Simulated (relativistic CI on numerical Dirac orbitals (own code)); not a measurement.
# Au⁵⁺: L2,3 absorption edge

Computed with this model: Dirac-Coulomb-Breit CI, separate exchange-only KLI orbitals for each configuration, model QED, valence Slater integrals scaled by 0.7, multiplet model of core-to-valence dipole absorption; configurations [Xe] 4f14 5d6 → [He] 2s2 2p5 3s2 3p6 3d10 4s2 4p6 4d10 4f14 5s2 5p6 5d7; 300 K; Lorentzian 7.5 eV and Gaussian 1 eV FWHM. Energies are those of the free ion, without screening or charge transfer. The branching ratio is the share of the lower-energy edge in the whole absorption, uncertain by about 0.02 where the edges overlap. S is read from ⟨S²⟩ = S(S + 1).

Field parameters in Wybourne normalisation: D4h B²₀ = −7Ds, B⁴₀ = 21(Dq − Dt), B⁴₄ = 21√(5/14) Dq; Oh B⁴₀ = 21Dq, B⁴₄ = √(5/14) B⁴₀. The field is a parameter set, without covalency.

Case free ion, the dichroism is that of the ground state at zero temperature, magnetised by exchange field 10 meV on Sz. The dichroism I(Δm = −1) − I(Δm = +1), over the sum of the three polarisations, integrates to -0.3058 on the lower edge and -0.0008 on the upper edge. The branching ratio is 0.943.

Q: Use the orbital sum rule with 4 holes to get ⟨Lz⟩.

A: For a p → d edge ⟨Lz⟩ = 2 × n_h × (sum of both integrals) in this sign convention = -2.45; the ground state itself has ⟨Lz⟩ = -2.39 and ⟨Sz⟩ = -1.61. The rule assumes one radial integral for both edges, which relativistic orbitals only approach.
